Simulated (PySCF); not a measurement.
B(Br)(NH2)2 (BBrH4N2), SMILES NB(N)Br. Geometry: PBE0-D3(BJ)/def2-SVP. This is a generated structure with no PubChem entry under its InChIKey; it may be hypothetical. Other conformers were not sampled.

Q: Give the equilibrium geometry at PBE0-D3(BJ)/def2-SVP (PySCF confirms it by a frequency run) as bond lengths and angles, and its point group. (Estimate from the structure and the level; the computed values follow.)

A: Several could match; the one computed here: point group C2v.
Atoms: B1 Br2 N3 H4 H5 N6 H7 H8. Bonds (Å): B1–Br2 1.957, B1–N3 1.405, B1–N6 1.405, N3–H4 1.009, N3–H5 1.010, N6–H7 1.010, N6–H8 1.009. Bond angles (°): Br2–B1–N3 117.4, Br2–B1–N6 117.4, N3–B1–N6 125.3, B1–N3–H4 122.0, B1–N3–H5 123.4, H4–N3–H5 114.5, B1–N6–H7 123.4, B1–N6–H8 122.0, H7–N6–H8 114.5.
Charge 0, spin multiplicity 1.
